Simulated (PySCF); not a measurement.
A species of formula C6H12Si has this rotational fingerprint, computed with PySCF 2.14.0, PBE0-D3(BJ)/def2-SVP geometry optimisation, gas phase:

| Property | Result |
| --- | --- |
| Rotational constants | A = 8784, B = 725.5, C = 717.5 MHz |
| Dipole components | \|μa\| = 0.00 D, \|μb\| = 0.85 D, \|μc\| = 0.00 D |
| Inertial defect | -49.82 u·Å² |
| κ | -1.00 |

Task: Which candidate fits, each taken in the one conformer that was computed?
A. Si(eta1-allyl)2H2, `C=CC[SiH2]CC=C`
B. `CC(C)=C=C(C)[SiH3]`
C. Si(vinyl)2Me2 (`C=C[Si](C)(C)C=C`)

Result: A. It is [H][Si]([H])(CC=C)CC=C, a near-prolate asymmetric top, point group C2. The candidates at the same level (rigid rotor, commonest isotopes):

```
                SMILES  A (MHz)  B (MHz)  C (MHz)  μa (D)  μb (D)  μc (D)  Δ (u·Å²)  point group                        rotor
    CC(C)=C=C(C)[SiH3]     3133     1081    995.1    0.99    0.51    0.00   -121.14      near Cs  near-prolate asymmetric top
[H][Si]([H])(CC=C)CC=C     8784    725.5    717.5    0.00    0.85    0.00    -49.82           C2  near-prolate asymmetric top
      C=C[Si](C)(C)C=C     2090     1825     1421    0.07    0.02    0.00   -163.17      near C2               asymmetric top
```

`CC(C)=C=C(C)[SiH3]` has A 64 % too low; `C=C[Si](C)(C)C=C` has B 152 % too high. In the right answer the symmetry axis of this C2 structure is b, so μa and μc vanish by symmetry. No structure here is proved a minimum.
